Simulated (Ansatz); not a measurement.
`C[Si](F)(S)Cl` + H₂ → `C[SiH](F)S` + HCl at 298.15 K and 1 bar (hydrogenolysis of the Si–Cl bond).

Isolated molecules relaxed with PBE0-D4/def2-TZVP in Ansatz; ΔE leaves out vibrations. CCSD(T)/CBS is the MP2 limit (def2-TZVPP, def2-QZVPP) plus CCSD(T) − MP2 in def2-TZVPP, frozen cores. This one scheme is used for every species. Each species was taken in one conformer, which may not be the lowest.

```tsv
species	CCSD(T)/CBS energy (Eh)	H − E (kJ/mol)	S (J/(mol·K))
`C[Si](F)(S)Cl`	-1287.05862	158.2	360.5
H₂	-1.17544	35.1	130.4
`C[SiH](F)S`	-827.81979	172.3	329.6
HCl	-460.38127	26.6	186.8
```

H − E and S are ideal-gas, rigid-rotor, harmonic terms from PBE0-D4/def2-TZVP, for one conformer and one mirror image of each species. The MP2-based limit puts H₂ 0.8 mEh under its directly extrapolated value; such offsets cancel only in part. 1 Eh = 2625.50 kJ/mol, R = 8.31446 J/(mol·K).

Q: By hand: ΔE, ΔH, ΔS and ΔG.

A: ΔE = (-827.81979) + (-460.38127) − (-1287.05862) − (-1.17544) = 0.03300 Eh = 86.6 kJ/mol. Δ(H − E) = 172.3 + 26.6 − 158.2 − 35.1 = 5.6, so ΔH = 92.2 kJ/mol. ΔS = 329.6 + 186.8 − 360.5 − 130.4 = 25.5 J/(mol·K). ΔG = 92.2 − 298.15 × (25.5)/1000 = 84.6 kJ/mol.

Q: By hand: the equilibrium constant, and the temperature at which ΔG would vanish if ΔH and ΔS stayed fixed.

A: log₁₀ K = −ΔG/(RT ln 10) = -14.8. ΔG = 0 at ΔH/ΔS = 3616 K, far beyond where these terms or the molecules hold.

ΔH outweighs TΔS. A doubt of 5 kJ/mol in ΔE shifts log₁₀ K by 0.9 here. Other conformers and mirror images would add mixing entropy, several J/(mol·K) or more a flexible species. These are equilibria of isolated gas molecules and say nothing of rates. Largest T1 diagnostic: 0.011 (customary marks: 0.02 for closed shells, 0.045 for open ones).
